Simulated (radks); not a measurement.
Results of a calculation; reference values are marked as such.
Spherical quantum dot in the effective-mass picture: electrons in a parabolic well V = omega^2 r^2 / 2 with omega = 0.347, all in effective atomic units (hartree* = m*/eps^2 hartree, bohr* = eps/m* bohr), one dielectric constant everywhere. Level of theory: non-relativistic Kohn-Sham, exchange-only LDA, spin-polarised, spherical densities (a radial shooting solver with Libxc functionals). Levels are named by radial order and angular momentum (1s, 1p, 1d, 2s, ...), and open shells are averaged over m. Results are scaled to m* = 0.102 and eps = 12.6, for which hartree* = 17.48 meV and bohr* = 6.537 nm. Each electron was tried in the lowest free levels, single moves between levels near the top were tried too, and the lowest total energy was kept; such a search can miss a lower state. At N = 1 the Hartree and exchange-correlation terms need not cancel, so that row can carry a self-interaction error.

N	open shells	2S	E (meV)	addition energy mu(N+1) - mu(N) (meV)	e(HOMO) (meV)	rms radius (nm)
1	1s(up 1, down 0)	1	9.69020	7.645	12.574	13.81
2	none	0	27.0256	9.387	19.741	15.24
3	1p(up 1, down 0)	1	53.7483	4.469	28.945	17.31
4	1p(up 2, down 0)	2	84.9403	4.455	33.433	18.62
5	1p(up 3, down 0)	3	120.588	5.899	37.844	19.63
6	1p(up 3, down 1)	2	162.134	3.839	43.444	20.56
7	1p(up 3, down 2)	1	207.520	3.886	47.332	21.37
8	none	0	256.792	7.210	51.205	22.09
9	1d(up 1, down 0)	1	313.274	3.501	58.236	22.96
10	1d(up 2, down 0)	2	373.258	3.471	61.725	23.72
11	1d(up 3, down 0)	3	436.712	3.430	65.177	24.41
12	1d(up 4, down 0)	4	503.596	3.384	68.584	25.04
13	1d(up 5, down 0)	5	573.865	4.483	71.945	25.62
14	1d(up 5, down 0) 2s(up 1, down 0)	6	648.616	3.216	76.405	26.20
15	1d(up 5, down 2)	3	726.583	3.086	79.493	26.72
16	1d(up 5, down 3)	2	807.637	3.106	82.610	27.23
17	1d(up 5, down 4)	1	891.796	3.079	85.703	27.70
18	none	0	979.034	3.705	88.767	28.16
19	2s(up 1, down 0)	1	1069.98	3.597	92.468	28.61
20	none	0	1164.52	4.482	96.027	29.05
21	1f(up 1, down 0)	1	1263.54	2.829	100.44	29.52
22	1f(up 2, down 0)	2	1365.39	2.809	103.26	29.96
23	1f(up 3, down 0)	3	1470.05	2.787	106.06	30.38
24	1f(up 4, down 0)	4	1577.50	2.765	108.83	30.79
25	1f(up 5, down 0)	5	1687.71	2.743	111.59	31.19
26	1f(up 6, down 0)	6	1800.66	2.720	114.32	31.57
27	1f(up 7, down 0)	7	1916.34	3.595	117.03	31.93
28	1f(up 7, down 1)	6	2035.61	2.613	120.58	32.30
29	1f(up 7, down 2)	5	2157.49	2.601	123.19	32.65
30	1f(up 7, down 3)	4	2281.98	2.586	125.78	32.99
31	1f(up 7, down 4)	3	2409.05	2.571	128.36	33.33
32	1f(up 7, down 5)	2	2538.69	2.555	130.92	33.65
33	1f(up 7, down 6)	1	2670.89	2.539	133.47	33.97
34	none	0	2805.62	3.440	136.00	34.28
35	2p(up 1, down 0)	1	2943.80	2.519	139.43	34.59
36	2p(up 2, down 0)	2	3084.49	2.514	141.95	34.90
37	2p(up 3, down 0)	3	3227.70	3.052	144.46	35.20
38	2p(up 3, down 1)	2	3373.96	2.443	147.48	35.49
39	2p(up 3, down 2)	1	3522.66	2.441	149.92	35.78
40	none	0	3673.81	3.096	152.36	36.06
41	1g(up 1, down 0)	1	3828.05	2.351	155.42	36.35
42	1g(up 2, down 0)	2	3984.64	2.339	157.76	36.64
43	1g(up 3, down 0)	3	4143.57	-	160.10	36.91

All shells are closed at N = 2, 8, 18, 20, 34, 40 (there: 1s2 1p6 1d10 2s2 1f14 2p6); the second difference of the energy has clear peaks (12 % above both neighbours; the first and last values, which can be the largest, are not judged, and half-filled shells can peak too) at N = 2, 5, 8, 13, 20, 27, 34, 37, 40.
